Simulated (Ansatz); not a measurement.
C7H16O (`CCCCC(O)CC`), relaxed with RKS PBE0-D4/def2-TZVP in Ansatz from a PBE-D4/def2-SVP geometry. The force threshold is 0.005 eV/Å; the program also tests the step.

Total charge 0; spin multiplicity 1.

Start:

```xyz
24

C     1.703    3.123    0.192
C     1.005    1.783    0.433
C     1.098    0.833   -0.766
C     0.499   -0.560   -0.535
C    -0.993   -0.560   -0.193
O    -1.647    0.208   -1.202
C    -1.596   -1.971   -0.108
C    -1.028   -2.853    1.004
H     2.786    2.983   -0.015
H     1.268    3.650   -0.684
H     1.615    3.799    1.067
H     1.439    1.290    1.333
H    -0.066    1.968    0.672
H     2.167    0.716   -1.055
H     0.589    1.297   -1.638
H     0.642   -1.177   -1.450
H     1.047   -1.074    0.284
H    -1.123   -0.073    0.809
H    -2.600    0.199   -0.997
H    -2.695   -1.857    0.042
H    -1.473   -2.458   -1.100
H    -1.572   -3.817    1.072
H     0.042   -3.091    0.838
H    -1.107   -2.357    1.995
```

| step | energy (eV) | largest force (eV/Å) | largest move (Å) |
| --- | --- | --- | --- |
| 1 | -9560.0916 | 0.579 | 0.000 |
| 2 | -9560.1798 | 0.163 | 0.051 |
| 3 | -9560.1884 | 0.036 | 0.018 |
| 4 | -9560.1888 | 0.011 | 0.012 |
| 5 | -9560.1891 | 0.011 | 0.015 |
| 6 | -9560.1895 | 0.019 | 0.053 |
| 7 | -9560.1896 | 0.012 | 0.011 |
| 8 | -9560.1897 | 0.005 | 0.020 |
| 9 | -9560.1897 | 0.003 | 0.008 |
| 10 | -9560.1897 | 0.002 | 0.006 |

End:

```xyz
24

C     1.704    3.067    0.237
C     1.014    1.731    0.454
C     1.065    0.844   -0.779
C     0.474   -0.545   -0.581
C    -1.003   -0.557   -0.238
O    -1.669    0.161   -1.266
C    -1.572   -1.963   -0.109
C    -1.001   -2.765    1.048
H     2.759    2.930   -0.014
H     1.239    3.618   -0.585
H     1.653    3.697    1.129
H     1.479    1.209    1.299
H    -0.028    1.906    0.739
H     2.110    0.734   -1.093
H     0.545    1.340   -1.603
H     0.611   -1.134   -1.495
H     1.019   -1.062    0.216
H    -1.150   -0.041    0.725
H    -2.614    0.120   -1.098
H    -2.659   -1.877    0.020
H    -1.414   -2.488   -1.058
H    -1.521   -3.719    1.157
H     0.059   -2.985    0.904
H    -1.102   -2.223    1.992
```

Run time 26 s (4 threads of an AMD EPYC 7R13 on a shared host and a share of an NVIDIA H100 80 GB); peak host memory 0.97 GiB.
